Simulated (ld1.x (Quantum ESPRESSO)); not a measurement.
**Which change was made? (Fe, PAW)**

```json
{"Element": "iron", "Generator": "ld1.x (Quantum ESPRESSO) 7.5", "Type": "PAW", "Functional": "PW91", "Relativity": "non-relativistic", "Frozen core": "[Ne] 3s2", "Valence charge": "14", "Reference configuration": "3p6 3d6 4s1 4p1", "Partial waves": "4s (bound): rcut 1.70, rcutus 2.10 bohr; 4s channel at 4.05 Ry: rcut 1.70, rcutus 2.10 bohr; 3p (bound): rcut 1.30, rcutus 1.55 bohr; 4p (bound): rcut 1.30, rcutus 1.55 bohr; 3d (bound): rcut 1.00, rcutus 1.35 bohr; 3d channel at -0.1 Ry: rcut 1.00, rcutus 1.35 bohr", "Local potential": "all-electron potential smoothed inside 1.30 bohr (lloc = -1)", "Core correction": "a·sin(br)/r model core, default radius (ld1.x builds one for every PAW set, though the input has nlcc=.false.)", "Augmentation charge": "PSQ, inside the norm-conserving radii"}
```

Cutoffs, loose and tight: the cutoffs (Ry, on a coarse ladder) from which the occupation-weighted sum of valence levels, in a spherical-Bessel basis at the reference potential, stays within 10 and 1 mRy of its value at 400 Ry. They do not see the model core or the augmentation charge, which bear on the density cutoff. Test errors are all-electron minus pseudo excitation energies from the reference, over the configurations 3p6 3d6 4s2 4p0; 3p6 3d6 4s1 4p0; 3p6 3d6 4s0 4p0; 3p6 3d6 4s1.5 4p0; 3p6 3d5 4s0 4p0; 3p6 3d6 4s0 4p1; 3p6 3d6.5 4s1.5 4p0; variants that change the core or the reference have their own tests.

The base gives: outcome: generated, overlap not positive; bound ghosts: s (p not tested, overlap not positive); largest test error (meV): -53.

Q: After one change the result is: outcome: generated; cutoff, loose: 90 Ry; cutoff, tight: 160 Ry; bound ghosts: s; largest test error (meV): -56. Which change was it?
A. waves 3p (bound): rcut 1.30, rcutus 1.88 bohr; 4p (bound): rcut 1.30, rcutus 1.88 bohr
B. waves 3p (bound): rcut 1.22, rcutus 1.30 bohr; 4p (bound): rcut 1.22, rcutus 1.30 bohr
C. waves 3p (bound): rcut 0.94, rcutus 1.00 bohr; 4p (bound): rcut 0.94, rcutus 1.00 bohr

A: C. The others give: waves 3p (bound): rcut 1.22, rcutus 1.30 bohr; 4p (bound): rcut 1.22, rcutus 1.30 bohr → outcome: generated; cutoff, loose: 70 Ry; cutoff, tight: 110 Ry; bound ghosts: s; largest test error (meV): -59 | waves 3p (bound): rcut 1.30, rcutus 1.88 bohr; 4p (bound): rcut 1.30, rcutus 1.88 bohr → outcome: generated; cutoff, loose: 60 Ry; cutoff, tight: 100 Ry; bound ghosts: s; largest test error (meV): -62. A file whose overlap is not positive is unfit for use, and its test errors describe a broken file.
